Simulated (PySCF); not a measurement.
Mayer bond orders and bond lengths

C5H9NO3Si.
SMILES with atom numbers: `[CH3:1][CH2:2][O:3][c:4]1[n:5][o:6][cH:7][c:8]1[O:9][SiH3:10]` (hydrogens: H11, H12, H13 on C1; H14, H15 on C2; H16 on C7; H17, H18, H19 on Si10)

Cartesian coordinates in Å at the GFN2-xTB level; atoms count from 1:
```
atom  x, y, z in Å
C1     2.5610   -0.3700    0.7250
C2     1.7602   -0.8115   -0.4915
O3     0.3611   -0.6057   -0.3200
C4    -0.0685    0.6498   -0.3787
N5     0.6482    1.7146   -0.6226
O6    -0.2001    2.7780   -0.6076
C7    -1.4492    2.3515   -0.3492
C8    -1.4459    0.9986   -0.1892
O9    -2.4508    0.1704    0.0821
Si10  -2.4004   -1.4533    0.3082
H11    2.4704    0.7047    0.8568
H12    2.1976   -0.8719    1.6186
H13    3.6077   -0.6198    0.5790
H14    2.0935   -0.2649   -1.3796
H15    1.8583   -1.8869   -0.6563
H16   -2.2215    3.0911   -0.3095
H17   -1.9489   -2.1438   -0.8962
H18   -3.8222   -1.6211    0.5718
H19   -1.5604   -1.8006    1.4515
```

Bond orders from the PBE0/pcSseg-1 density (PySCF). The structure is a single GFN2-xTB conformer in the gas phase; no vibrational or solvent corrections.

Task: How far do the computed orders between heavy atoms stray from the drawn ones?

Result: The largest departure is 0.515, at N5–O6 (drawn aromatic, 0.985), counting aromatic bonds as 1.5. Drawn single, order below 0.88: C2–O3 (0.845). The bonds drawn aromatic range from 0.98 to 1.58.

Task: Set the Mayer orders of the bonds between heavy atoms beside their lengths.

Result: 
```json
{"bond": "C1–C2", "drawn as": "single", "length (Å)": "1.522", "Mayer order": "1.072"}
{"bond": "C2–O3", "drawn as": "single", "length (Å)": "1.425", "Mayer order": "0.845"}
{"bond": "O3–C4", "drawn as": "single", "length (Å)": "1.328", "Mayer order": "1.027"}
{"bond": "C4–N5", "drawn as": "aromatic", "length (Å)": "1.307", "Mayer order": "1.556"}
{"bond": "N5–O6", "drawn as": "aromatic", "length (Å)": "1.360", "Mayer order": "0.985"}
{"bond": "O6–C7", "drawn as": "aromatic", "length (Å)": "1.345", "Mayer order": "1.048"}
{"bond": "C7–C8", "drawn as": "aromatic", "length (Å)": "1.362", "Mayer order": "1.582"}
{"bond": "C8–O9", "drawn as": "single", "length (Å)": "1.330", "Mayer order": "0.969"}
{"bond": "O9–Si10", "drawn as": "single", "length (Å)": "1.640", "Mayer order": "0.894"}
{"bond": "C8–C4", "drawn as": "aromatic", "length (Å)": "1.433", "Mayer order": "1.154"}
```

Bonds between the same two heavy elements. C–C: lowest C1–C2 (1.072, 1.522 Å), highest C7–C8 (1.582, 1.362 Å). C–O: lowest C2–O3 (0.845, 1.425 Å), highest O6–C7 (1.048, 1.345 Å); in 2 of the 6 pairs the longer bond (by over 0.003 Å) has the higher order (by 0.02 or more).

Task: And the bonds to hydrogen?

Result: C–H: 0.94 to 0.97 (6 bonds); H–Si: 0.93 to 0.94 (3 bonds).

Task: Sum the orders of all bonds at each heavy atom with more than one neighbour and set the sums beside the valence in the SMILES.

Result: C1 3.945 (drawn 4), C2 3.817 (drawn 4), O3 1.872 (drawn 2), C4 3.737 (drawn 4), N5 2.541 (drawn 3), O6 2.033 (drawn 2), C7 3.597 (drawn 4), C8 3.705 (drawn 4), O9 1.863 (drawn 2), Si10 3.685 (drawn 4). Orders between atoms that aren't bonded are not in these sums.

The Mayer order sums products of elements of PS (density times overlap matrix) between the two atoms' basis functions, so it depends on the basis set.

These values come from a run that also computed NMR shieldings. The run took 85 s wall on an Arm Neoverse N1 with one thread, shared host with 64 logical CPUs at a one-minute load of 60, and the process peaked at 1.1 GiB of memory.
